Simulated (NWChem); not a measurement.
O[SiH](Cl)Br (SiH2OBrCl), optimised at PBE0/def2-SVP with NWChem:

highest occupied level (eV): -8.59
orbital gap (eV): 8.93
dipole (D): 1.10
highest harmonic frequency (cm⁻¹): 3922
zero-point energy (kcal/mol): 16.5

All stand in one matching conformer (torsions within 35°), which need not be the lowest. This build's default masses of Se (78.918 u) and Br (79.917 u) are each other's, which moves their modes by up to 0.6 %.

**Question.** One Br atom is replaced by Cl, giving O[SiH](Cl)Cl (SiH$_{2}$OCl$_{2}$), optimised at the same level. How do these values move?

**Answer.** 
| quantity | new value | change |
|---|---|---|
| highest occupied level (eV) | -9.04 | -0.45 |
| orbital gap (eV) | 9.91 | +0.98 |
| dipole (D) | 1.11 | +0.01 |
| highest harmonic frequency (cm⁻¹) | 3925 | +3 |
| zero-point energy (kcal/mol) | 16.8 | +0.3 |
